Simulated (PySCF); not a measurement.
Isomers C$_{8}$H$_{10}$NP:

A. `Cc1cpcnc1C1CC1`
B. `InChI=1S/C8H10NP/c1-6-8(7-2-3-7)9-4-5-10-6/h4-5,7H,2-3H2,1H3`
C. SMILES Cc1cpcc(C2CC2)n1
D. `C1=C(C=C)N(C2CC2)C=P1`
E. `C#CCn1cpcc1CC`

Spectrum 1. $^{13}$C{$^{1}$H} NMR (computed): δ 169.5 (C), 166.8 (C), 154.9 (CH), 152.3 (CH), 26.3 (CH3), 17.3 (CH), 16.1 (CH2).

Spectrum 2. $^{13}$C{$^{1}$H} NMR (computed): δ 188.3 (CH), 174.3 (CH), 166.8 (C), 135.9 (C), 27.0 (CH3), 17.9 (CH), 16.7 (CH2).

Spectrum 3. $^{13}$C{$^{1}$H} NMR (computed): δ 160.8 (CH), 146.3 (C), 134.1 (CH), 132.0 (CH), 117.9 (CH2), 32.0 (CH), 10.8 (CH2).

Spectrum 4. $^{13}$C{$^{1}$H} NMR (computed): δ 171.1 (C), 165.4 (C), 150.3 (CH), 149.5 (CH), 30.9 (CH3), 23.6 (CH), 15.6 (CH2).

Spectrum 5. $^{13}$C{$^{1}$H} NMR (computed): δ 160.1 (CH), 147.7 (C), 134.9 (CH), 84.1 (C), 82.0 (CH), 42.4 (CH2), 26.5 (CH2), 19.3 (CH3).

[PySCF 2.14: GFN2-xTB geometry; shieldings: GIAO PBE0/pcSseg-1; gas phase; rapidly exchanging positions averaged; one computed conformer; relativity neglected]

δ = σ(ref) − σ, references computed at the same level: TMS for $^{13}$C (σ = 186.93 ppm). Splittings of carbon signals by F and P are missing where no couplings were computed. Shifts are as computed. Against solution values, carbons near 30 ppm lie about +3 ppm off and those near 130 ppm about +5 ppm. Of 1211 compounds with measured shifts, 218 miss one by over three times the rms of a fit or turn the order of signals round; such compounds aren't used in these exercises.

Task: Match each spectrum to its structure.

Result: 1–B, 2–A, 3–D, 4–C, 5–E.

- Spectrum 1 (B): 7 $^{13}$C signals; δC 154.9 is an aromatic CH next to a ring nitrogen; δC 26.3 is a methyl carbon on an aromatic ring.
- Spectrum 2 (A): 7 $^{13}$C signals; δC 188.3 is an aromatic CH next to a ring nitrogen; δC 27.0 is a methyl carbon on an aromatic ring.
- Spectrum 3 (D): 7 $^{13}$C signals; δC 160.8 is an aromatic CH next to a ring nitrogen; δC 134.1 is an aromatic CH.
- Spectrum 4 (C): 7 $^{13}$C signals; δC 30.9 is a methyl carbon on an aromatic ring; δC 23.6 is a three-membered-ring carbon.
- Spectrum 5 (E): 8 $^{13}$C signals; δC 160.1 is an aromatic CH next to a ring nitrogen; δC 134.9 is an aromatic CH.
